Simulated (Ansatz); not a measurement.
Reaction (cleavage of the B–Si bond): `OB[SiH](O)F` + H₂S → `OBS` + `O[SiH2]F`

Calculated with Ansatz (gas phase, PBE0-D4/def2-TZVP geometries, no zero-point term in ΔE). CCSD(T)/CBS adds triple-zeta CCSD(T) − MP2 to the extrapolated MP2 energy (def2 sets, frozen cores). This one scheme is used for every species. DFT in def2-TZVPP. HSE06 is defined as in plane-wave codes. One conformer a species, not always the lowest.

Is it downhill or uphill in electronic energy at CCSD(T)/CBS, and by how much? (An estimate is asked.)

The calculation gave: Downhill: ΔE = -103.7 kJ/mol.

What do these levels give: PBE0-D4, HSE06-D4, HSE06, LC-ωPBE, CCSD/def2-TZVPP, CCSD/CBS(def2)? (Estimate.)

Computed: PBE0-D4 -102.8, HSE06-D4 -103.0, HSE06 -104.1, LC-ωPBE -100.6, CCSD/def2-TZVPP -102.4, CCSD/CBS(def2) -102.3 kJ/mol.

Largest T1 diagnostic among the species: 0.013.

From BLYP to BHLYP (50 % exact exchange), in def2-TZVPP and without D4, ΔE moves by −5.0 kJ/mol. At CCSD(T), def2-SVP lies −3.5 kJ/mol from the extrapolated value and def2-TZVPP −0.1 kJ/mol. Leaving LDA and LC-ωPBE aside and taking each functional with its dispersion term where it has one, the values, not all of them listed here, spread over 10.7 kJ/mol, from r2SCAN0-D4 to BLYP-D4. LDA lies −3.9 kJ/mol from PBE without D4.
